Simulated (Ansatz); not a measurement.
Wavefunction ladder for C2H6F2O2Sn (`C[O][Sn]([F])([F])[O]C`)

| atom | x (Å) | y (Å) | z (Å) |
| --- | --- | --- | --- |
| C1 | 0.5262 | -0.1604 | 2.4931 |
| O2 | 0.1053 | 0.7305 | 1.4714 |
| Sn3 | 0.7522 | 0.5495 | -0.3350 |
| F4 | 0.5936 | 2.2563 | -1.1461 |
| F5 | 2.5846 | 0.0653 | -0.2689 |
| O6 | -0.1239 | -0.7442 | -1.4633 |
| C7 | -1.3359 | -0.4310 | -2.1325 |
| H8 | 1.6163 | -0.2190 | 2.5690 |
| H9 | 0.1269 | -1.1693 | 2.3435 |
| H10 | 0.1344 | 0.2291 | 3.4348 |
| H11 | -1.2559 | 0.4827 | -2.7295 |
| H12 | -1.5520 | -1.2646 | -2.8037 |
| H13 | -2.1718 | -0.3249 | -1.4328 |

The species carries charge 0 and has multiplicity 1. Correlated methods include outer-core shells of Sn, which these sets cover unevenly. Sn: def2 effective core potential. The structure was optimised at the PBE0-D4/def2-TZVP level. It is one conformer, not always the lowest. Frozen core, restricted reference, Ansatz 0.2.0.

| basis | HF (Eh) | MP2 corr. |
| --- | --- | --- |
| def2-SVP | -640.87927 | -1.13896 |
| def2-TZVPP | -641.43855 | -1.64105 |
| def2-QZVPP | -641.46407 | -1.96595 |

Estimate the CCSD correlation energy and the (T) correction in each basis where they were run (hartree).


```csv
basis,CCSD corr.,(T)
def2-SVP,-1.17827,-0.02689
def2-TZVPP,-1.65535,-0.05710
```
